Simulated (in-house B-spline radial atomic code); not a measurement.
Configurations of Ce⁴⁺, with energies counted from [Kr] 4d10 5s2 5p6. Method: Dirac-Hartree-Fock, average of configuration, Fermi nucleus of rms radius 4.8771 fm. Calculated with an all-electron radial atomic-structure program (B-spline basis). Energies include first-order Breit, QED and recoil terms.

Occupations are held fixed; configurations that lie above the ionisation limit could autoionise.

```tsv
configuration	E - E(ref) (eV)	highest orbital	its <r> (bohr)
[Kr] 4d10 5s2 (5p1/2)2 (5p3/2)3 (5d3/2)1	23.579	5d3/2	2.104
[Kr] 4d10 5s2 (5p1/2)1 (5p3/2)4 (6p3/2)1	39.643	6p3/2	3.576
[Kr] 4d10 5s2 (5p1/2)1 (5p3/2)4 (6f5/2)1	54.686	6f5/2	6.531
[Kr] 4d10 5s1 5p6 (6f7/2)1	75.583	6f7/2	6.501
[Kr] (4d3/2)3 (4d5/2)6 5s2 5p6 (5g9/2)1	154.51	5g9/2	5.4
[Ar] 3d10 4s2 (4p1/2)1 (4p3/2)4 4d10 5s2 5p6 (8d5/2)1	284.65	8d5/2	10.57
[Ar] (3d3/2)4 (3d5/2)5 4s2 4p6 4d10 5s2 5p6 (7d3/2)1	930.13	7d3/2	7.139
```

Question: Order these further configurations by energy, lowest first.
A. [Ar] 3d10 4s2 (4p1/2)2 (4p3/2)3 4d10 5s2 5p6 (6g7/2)1
B. [Kr] 4d10 5s2 (5p1/2)1 (5p3/2)4 (6g9/2)1
C. [Kr] 4d10 5s1 5p6 (9g7/2)1
D. [Ar] (3d3/2)4 (3d5/2)5 4s2 4p6 4d10 5s2 5p6 (9g7/2)1
E. [Ar] 3d10 4s2 (4p1/2)1 (4p3/2)4 4d10 5s2 5p6 (9d5/2)1

Answer: B (58.347 eV), C (84.591 eV), A (265.14 eV), E (287.09 eV), D (939.31 eV).

Question: How far above the reference does [Kr] 4d10 (4f5/2)1 5s2 (5p1/2)2 (5p3/2)3 lie?

Answer: 14.919 eV; its least bound orbital is 4f5/2 with <r> = 0.9871 bohr.

Question: How far above the reference does [Ar] 3d10 4s2 (4p1/2)1 (4p3/2)4 4d10 5s2 5p6 (6p3/2)1 lie?

Answer: 265.21 eV; its least bound orbital is 6p3/2 with <r> = 3.524 bohr.

Question: How far above the reference does [Kr] 4d10 5s2 (5p1/2)2 (5p3/2)3 (6d5/2)1 lie?

Answer: 43.91 eV; its least bound orbital is 6d5/2 with <r> = 4.502 bohr.
